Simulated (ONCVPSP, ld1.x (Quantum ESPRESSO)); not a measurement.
**Potentials for Ru compared**

Generated with ld1.x 7.5 (TM, RRKJ, ultrasoft, PAW), atompaw 4.2 or ONCVPSP 4.0.1. The cutoff is in Ry: for ld1.x and atompaw files where the sum of valence levels is converged to 10 mRy in a Bessel basis, for ONCV files where the hardest occupied wave has 1 mHa per electron of residual kinetic energy. The error is the largest all-electron minus pseudo excitation energy over each file’s own four to seven test configurations (ionisations up to +4, promotions, holes and added fractions of an electron), all of which were solved. The labels leave out finer settings (local radius, basis sizes, second energies), which also bear on the numbers. Spin-polarised tests are not counted. The rows are a selection from randomly drawn settings: files with unsolved tests, undetermined cutoffs or missed reference levels are left out.

A true bound ghost makes a file unfit for plane-wave use even where its test errors are small: the radial tests pick states by their node count and pass the ghost by.

| potential | cutoff (Ry) | largest error (meV) | bound ghosts |
| --- | --- | --- | --- |
| ONCV, PBE, non-relativistic, rc 1.65/1.80/2.10 (spd), local smoothed, core correction no, reference 4s2 4p6 4d7, qcut 8.6/6.2/7.4, projectors 3/2/2 | 55 | +35 | none |
| TM semilocal, PBE, scalar-relativistic, rc 2.20/4.20/1.55 (spd), local d, core correction yes, reference 4d8 5s0 5p0 | 55 | -193 | none |
| ONCV, PBEsol, scalar-relativistic, rc 1.25/2.00/1.65 (spd), local smoothed, core correction no, reference 4s2 4p6 4d7 5p1, qcut 7.7/8.3/9.5, projectors 2/2/2 | 57 | -1.5 | none |
| ONCV, PBE, scalar-relativistic, rc 1.80/1.75/1.95 (spd), local smoothed, core correction yes, reference 4s2 4p6 4d7 5s1, qcut 6.4/7.4/9.1, projectors 2/2/2 | 47 | -419 | none |
| PAW, LDA (PZ), scalar-relativistic, rc 2.50/2.90/2.10/2.60 (spdf), local smoothed, core correction yes, reference 4d7 5s1 5p0 | 25 | -1217 | s |
| ONCV, PBE, scalar-relativistic, rc 1.60/1.60/1.60 (spd), local d, core correction yes, reference 4s2 4p6 4d7 5s1, qcut 8.1/8.8/11.1, projectors 2/3/0 | 51 | -144 | none |
| ONCV, PBE, scalar-relativistic, rc 1.60/1.10/1.50 (spd), local smoothed, core correction yes, reference 4s2 4p6 4d7 5s1, qcut 7.5/6.4/6.9, projectors 2/2/2 | 203 | -4.2 | none |

Q: Fill in the row for Ru: TM semilocal, BLYP, scalar-relativistic, rc 1.55/1.20/1.15/1.30 (spdf), local p, core correction no, reference 4s2 4p6 4d6 5s0 5p0.

A: cutoff 110 Ry, largest error +1345 meV, bound ghosts: none.

Q: Fill in the row for Ru: TM, LDA (PZ), fully relativistic, rc 2.55/1.90/1.75 (spd), local smoothed, core correction yes, reference 4p6 4d7 5s1 5p0.

A: cutoff 50 Ry, largest error -58 meV, bound ghosts: none.
